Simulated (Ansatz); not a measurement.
```yaml
crystal:
  periodic: [false, false, false]
  atoms:
    - {symbol: C, position_ang: [2.069800, -1.215318, -1.296243]}
    - {symbol: C, position_ang: [1.066448, -0.511257, -0.450348]}
    - {symbol: C, position_ang: [-0.208414, -0.229975, -0.940589]}
    - {symbol: C, position_ang: [-1.198023, 0.385163, -0.174400]}
    - {symbol: C, position_ang: [-2.559286, 0.617160, -0.732154]}
    - {symbol: O, position_ang: [-1.022078, 0.776652, 1.027517]}
    - {symbol: Al, position_ang: [0.555380, 0.820050, 1.916440]}
    - {symbol: O, position_ang: [0.476536, 0.143319, 3.465847]}
    - {symbol: Cl, position_ang: [1.320693, 2.782529, 1.820812]}
    - {symbol: O, position_ang: [1.456756, -0.204286, 0.725362]}
    - {symbol: H, position_ang: [2.938767, -0.564673, -1.424990]}
    - {symbol: H, position_ang: [1.672506, -1.491169, -2.270980]}
    - {symbol: H, position_ang: [2.416984, -2.108332, -0.771158]}
    - {symbol: H, position_ang: [-0.449553, -0.528385, -1.950096]}
    - {symbol: H, position_ang: [-2.668423, 0.224392, -1.741094]}
    - {symbol: H, position_ang: [-3.299404, 0.157268, -0.072999]}
    - {symbol: H, position_ang: [-2.759426, 1.691925, -0.733395]}
    - {symbol: H, position_ang: [0.153138, -0.733761, 3.654268]}
basis:
  gaussian: {orbitals: "6-31G*"}
hamiltonian: {xc: {name: M06-2X}}
accuracy: high
output: {forces: true}
```

```sh
$ ansatz run in.yaml --threads 4 --pin off --events-out ev --progress --plain --max-ram 66560MiB --backend cpu
```

It prints (some lines left out):

```
Error: YAML parse error: error: line 24 column 19: hamiltonian.xc: no functional is named "M06-2X"; the names, which are not case-sensitive, are SVWN5, SPW92, PBE, PBE0, PBEsol, revPBE, revPBE0, RPBE, rPW86-PBE, HSE06, wPBEh, LC-wPBE, HISS, HF, BLYP, B3LYP, B3LYP5, BHLYP, CAM-B3LYP, r2SCAN, r2SCANh, r2SCAN0, r2SCAN50, m-r2SCAN, B97, wB97, wB97X, wB97X-V, B97M-V, wB97M-V, B2PLYP, B2GP-PLYP, PBE0-DH, PBE-QIDH
22 | basis:
23 |   gaussian: {orbitals: "6-31G*"}
24 | hamiltonian: {xc: {name: M06-2X}}
25 | accuracy: high
26 | output: {forces: true}
```

What is wrong with this run?

The method's name isn't one that the program takes here. The program refused the input.

HSE06 is defined as in plane-wave codes.
